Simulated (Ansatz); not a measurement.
The same path of F$_{2}$H$_{6}$O$_{2}$Si$_{2}$ (12 atoms, charge 0, multiplicity 1) was run 3 times with different band settings. Lost on the way: H6–O7. Made: O2–H6.

Computed with RKS CAM-B3LYP/6-31G (Ansatz 0.2.0).

Relaxed end points:

```xyz
12
Properties=species:S:1:pos:R:3
Si 0.342 -0.491 -1.230
O 1.762 0.479 -1.092
F 0.995 -1.526 -2.418
F 0.041 -1.718 -0.091
H -0.877 -0.005 -1.913
H 0.683 1.290 0.361
O -0.090 0.693 0.324
Si -1.139 0.304 1.682
H 2.526 0.269 -1.651
H -1.483 1.618 2.308
H -0.431 -0.575 2.651
H -2.328 -0.339 1.070
```

```xyz
12
Properties=species:S:1:pos:R:3
Si 0.109 -0.611 -1.047
O 1.420 0.981 -1.362
F 1.563 -1.474 -1.119
F -0.872 -1.913 -0.539
H -0.474 -0.278 -2.361
H 1.286 1.527 -0.563
O -0.165 0.357 0.325
Si -1.112 0.171 1.754
H 2.349 0.797 -1.579
H -0.913 1.433 2.531
H -0.637 -0.998 2.554
H -2.556 0.008 1.405
```

Common settings: optimiser quadratic models (default); start path through a guess of the saddle point; force threshold 0.05 eV/Å; iteration limit 60; end points relaxed.

| run | movable images | climbing image | spring |
| --- | --- | --- | --- |
| 1 | 5 | yes | 5.0 eV/Å² |
| 2 | 5 | yes | 0.5 eV/Å² |
| 3 | 4 | no | 5.0 eV/Å² |

(1) What does each run give, and how far can it be trusted?

Results:

(1) Run 1: converged after 27 iterations, highest image 0.441 eV above the first end. A vibrational analysis at the climbing image gives one clearly imaginary mode, 918i cm⁻¹: a first-order saddle point.
Run 2: converged after 21 iterations, highest image 0.441 eV above the first end. Another band between the same ends (5 images) ends at a top of the same energy, where a vibrational analysis finds 1 clearly imaginary mode.
Run 3: converged after 11 iterations, highest image 0.314 eV above the first end. No image climbed, so the highest image needn't sit at the top of the path.
The orbitals stay closed-shell, which can raise the energy where a bond breaks towards radicals; this wasn't checked here. Limits of this set-up: no polarisation functions.
